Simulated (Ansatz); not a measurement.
ClH$_{4}$N$_{2}$Si (`N[Si](N)Cl`) radical. Charge 0, multiplicity 2.

```xyz
8

N    -0.5702    0.2340    1.2318
Si   -0.5751    0.0740   -0.4720
N     0.8080   -0.8411   -0.8620
Cl   -0.6294    2.0418   -1.1654
H    -1.0994    0.9729    1.6662
H    -0.5477   -0.5981    1.8005
H     1.6942   -0.6424   -0.4207
H     0.9195   -1.2411   -1.7785
```

Problem. What are the harmonic wavenumbers in cm⁻¹ at PBE0-D4/def2-TZVP (Ansatz, finite differences of forces, unscaled)? (Best estimate.)

Solution. Computed: 194, 216, 248, 300, 389, 390, 437, 494, 796, 809, 870, 915, 1562, 1571, 3579, 3598, 3696, 3700.

Problem. Is this a minimum?

Solution. Yes, all 18 modes are real.

Problem. Give the ideal-gas thermochemistry at 298.15 K and 1 bar (rigid rotor, harmonic oscillator; point group C1, symmetry number 1).

Solution. Zero-point energy 142.1 kJ/mol; H(298) − E = 161.1 kJ/mol; entropy 329.5 J/(mol·K), of which translation 165.7, rotation 109.6, vibration 48.4, electronic 5.8; G(298) − E = 62.8 kJ/mol.
